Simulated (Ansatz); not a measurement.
Abridged output of a molecular run in Ansatz:

```
Functional definition: HF
981 factors; integrals over basis functions are off by at most 1.2e-3 eV
mean field evaluation 1: about -20413.6053 eV, gradient 2.4e1 eV
mean field evaluation 2: about -20413.7158 eV, gradient 2.4e1 eV
mean field evaluation 4: about -20416.4597 eV, gradient 2.3e0 eV
mean field evaluation 8: about -20416.5491 eV, gradient 3.3e-1 eV
mean field evaluation 16: about -20416.5530 eV, gradient 4.7e-6 eV
mean field -20416.55303445 eV, -750.2944851795 hartree, gradient 4.7e-6 eV, S^2 0.764858; 0 other end points of the search recorded, 0 dependent functions left out
11 core orbitals not correlated: weight in the atoms' cores, before any rotation towards them, 1.000 or more for the frozen orbitals, at most 0.000 for the correlated occupied ones
reference -20416.55303445 eV, -750.2944851795 hartree; 18, 17 occupied and 63, 64 virtual orbitals, 981 factors
second order -15.10679660 eV of doubles, -0.00000000 eV of singles
cycle   1  -15.68438920 eV  change   -5.8e-1 eV  update   1.1e-1
cycle   2  -16.09408321 eV  change   -4.1e-1 eV  update   3.6e-2
cycle   3  -16.23613162 eV  change   -1.4e-1 eV  update   2.3e-2
cycle   4  -16.24052091 eV  change   -4.4e-3 eV  update   8.1e-3
cycle   5  -16.23513179 eV  change    5.4e-3 eV  update   4.6e-3
cycle   6  -16.23558507 eV  change   -4.5e-4 eV  update   2.6e-3
cycle   7  -16.23619128 eV  change   -6.1e-4 eV  update   1.3e-3
cycle   8  -16.23632366 eV  change   -1.3e-4 eV  update   6.6e-4
cycle   9  -16.23651046 eV  change   -1.9e-4 eV  update   3.0e-4
cycle  10  -16.23642318 eV  change    8.7e-5 eV  update   1.4e-4
cycle  11  -16.23642248 eV  change    7.0e-7 eV  update   6.2e-5
cycle  12  -16.23644891 eV  change   -2.6e-5 eV  update   2.7e-5
cycle  13  -16.23645868 eV  change   -9.8e-6 eV  update   1.2e-5
perturbative correction -0.43092982 eV, -0.0158363789 hartree
Total energy: -20433.22042296 eV, -750.9070004095 hartree
Checks for a lower state left out: cluster_reference
```

Its atoms:

Z-matrix (Å, degrees):
```
C
S 1 1.817
H 1 1.089 2 110.7
H 1 1.090 2 106.2 3 118.1
H 1 1.089 2 111.2 3 -123.0
Sn 2 2.405 1 99.8 3 82.3
F 6 1.942 2 101.7 1 34.1
H 6 1.741 2 109.1 1 143.8
```

(1) Which basis set was used?
A. def2-SVPD
B. cc-pV(Q+d)Z
C. def2-SVP
D. cc-pV(T+d)Z

(2) Write the keys of the input that set method, charge and spin (a neutral closed shell needs none for the last two).

## Answers

(1) C. It gives 92 functions.

(2) 
```yaml
magnetization: {spin_polarized: true, initial_magnetization: 1}
correlation: {method: ccsd_t}
scf: {omitted_lower_state_checks: [cluster_reference]}
```
